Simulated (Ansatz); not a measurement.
`[SiH3]OC[SiH2]Cl` + `O=C(O)O` → `O=C(O)O[SiH3]` + `OC[SiH2]Cl`  (ligand exchange at the Si–O bond)

Calculated with Ansatz (gas phase, PBE0-D4/def2-TZVP geometries, no zero-point term in ΔE). CBS: MP2 limit from def2 TZ/QZ plus the TZ coupled-cluster correction, frozen cores. DFT in def2-TZVPP. One conformer a species, not always the lowest.

```tsv
level	ΔE (kJ/mol)
B2PLYP	7.6
MP2/def2-TZVPP	7.4
CCSD/def2-TZVPP	7.4
HF/def2-QZVPP	12.0
```

Question: What does CCSD(T)/CBS give? (Best estimate.)

Answer: Ansatz gave: +5.2 kJ/mol. The listed levels differ from it by 2.4, 2.2, 2.2, 6.8 kJ/mol.

Largest T1 diagnostic among the species: 0.014.

In def2-TZVPP, CCSD(T) changes the Hartree–Fock value by −5.8 kJ/mol (the triples alone add −1.2 kJ/mol) and MP2 by −4.6 kJ/mol.
